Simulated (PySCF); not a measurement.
Excitations are Tamm–Dancoff values on a coarser integration grid. The basis has no diffuse functions, so Rydberg states are missing or too high.

Cartesian coordinates (Å):
```xyz
7

S     -2.0188    -1.2307     0.4030
In     0.0007    -0.0020     0.1697
S      2.0909    -1.1252     0.2757
S     -0.0688     2.3478    -0.1705
H     -2.7903    -0.1392     0.2631
H      1.5226    -2.3272     0.4713
H      1.2697     2.4585    -0.2188
```
Charge 0, multiplicity 1.

Problem. Give the LUMO, HOMO, brightest of the four lowest singlets (TDA), T1 excitation (TDA) and total energy at the level PBE0-D4/def2-TZVP run with PySCF.

Solution. 
```json
{
 "LUMO": "-1.72 eV",
 "HOMO": "-7.62 eV",
 "brightest of the four lowest singlets (TDA)": "5.29 eV",
 "T1 excitation (TDA)": "4.24 eV",
 "total_energy": "-37721.86 eV"
}
```
